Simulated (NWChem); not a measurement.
Lowest excitation of HF₂Ga

```xyz
4

Ga     0.0000     0.0000    -0.3177
H      0.0000     0.0000    -1.8593
F      1.4476     0.0000     0.6505
F     -1.4476     0.0000     0.6505
```
Charge 0, spin multiplicity 1.

All runs are NWChem calculations. All single points use one geometry, from PBE0/def2-SVP, a minimum by its harmonic frequencies.

Basis set: def2-SVPD.

The cost column gives rough processor time relative to TD-PBE; each entry includes its own SCF.

The Hamiltonian is non-relativistic. The correlated methods keep 11 core orbitals frozen. B3LYP has NWChem's definition, with VWN1-RPA local correlation. The structure started from a generated list of species. No row is a measurement; the coupled-cluster row has its own basis-set and correlation limits.

```tsv
method	lowest vertical singlet excitation energy (eV)	relative cost
TD-PBE	?	1
TD-PBE0	?	under 3
TD-B3LYP	?	under 3
EOM-CCSD	7.93	7
CIS	?	under 3
```

Task: Some entries are withheld; supply them.

Result: 
- TD-PBE, lowest vertical singlet excitation energy (eV): 6.70
- TD-PBE0, lowest vertical singlet excitation energy (eV): 7.50
- TD-B3LYP, lowest vertical singlet excitation energy (eV): 7.30
- CIS, lowest vertical singlet excitation energy (eV): 9.02
